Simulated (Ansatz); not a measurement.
The cluster Ga₄P₄, 8 atoms. Hardware: 4 threads of Arm Neoverse V2 on a shared host.

The 6-31G sets use Cartesian d functions. Correlated methods freeze 56 core orbitals; core or outer-core shells of Ga are correlated, in sets that lack core-valence functions.

Task: How many basis functions does each of these Ansatz runs have, and roughly what does it cost? B2PLYP/def2-TZVP, charge 0 singlet, energy, from earlier orbitals; HF/6-31G, charge 0 singlet, energy; RPA@PBE/def2-SVP, charge 0 singlet, energy, from earlier orbitals; PBE0-D4/def2-SVP, charge 1 doublet at the geometry of the charge 0 singlet, energy; r2SCAN-D4/def2-TZVP, charge 0 singlet, energy, from earlier orbitals; PBE-D4/def2-TZVPD, charge 0 singlet, energy, from earlier orbitals; PBE0-D4/def2-SVP, charge 0 singlet, relaxation, 5 steps; PBE0-D4/def2-TZVP, charge 0 singlet, energy, from earlier orbitals; PBE-D4/def2-SVP, charge -1 doublet at the geometry of the charge 0 singlet, energy, from earlier orbitals; PBE-D4/def2-SVP, charge 0 singlet, energy, from earlier orbitals; PBE-D4/def2-SVP, charge 0 triplet at the geometry of the charge 0 singlet, energy, from earlier orbitals; PBE0-D4/def2-TZVPD, charge 0 singlet, energy, from earlier orbitals.

Result: Other jobs shared the machine, so times can vary by a factor of up to 3. A dash marks memory too small to be measured apart from the calling script's.

| run | functions | fitting or Cholesky vectors | wall time | peak host memory (GiB) |
| --- | --- | --- | --- | --- |
| HF/6-31G, charge 0 singlet, energy | 168 | 1560 | 4.5 s | 0.7 |
| PBE-D4/def2-SVP, charge 0 singlet, energy, from earlier orbitals | 200 | 2248 | 4.8 s | – |
| PBE-D4/def2-SVP, charge -1 doublet at the geometry of the charge 0 singlet, energy, from earlier orbitals | 200 | 2248 | 10 s | – |
| RPA@PBE/def2-SVP, charge 0 singlet, energy, from earlier orbitals | 200 | 1908 | 13 s | 0.61 |
| PBE-D4/def2-TZVPD, charge 0 singlet, energy, from earlier orbitals | 388 | 2604 | 16 s | 1.5 |
| PBE-D4/def2-SVP, charge 0 triplet at the geometry of the charge 0 singlet, energy, from earlier orbitals | 200 | 2248 | 18 s | 0.56 |
| r2SCAN-D4/def2-TZVP, charge 0 singlet, energy, from earlier orbitals | 340 | 2552 | 29 s | 1.1 |
| PBE0-D4/def2-TZVPD, charge 0 singlet, energy, from earlier orbitals | 388 | 2432 | 36 s | 2.4 |
| PBE0-D4/def2-TZVP, charge 0 singlet, energy, from earlier orbitals | 340 | 2178 | 36 s | 1.8 |
| B2PLYP/def2-TZVP, charge 0 singlet, energy, from earlier orbitals | 340 | 2178 | 47 s | 1.9 |
| PBE0-D4/def2-SVP, charge 0 singlet, relaxation, 5 steps | 200 | 2020 | 50 s | 0.92 |
| PBE0-D4/def2-SVP, charge 1 doublet at the geometry of the charge 0 singlet, energy | 200 | 1908 | 80 s | 1.9 |
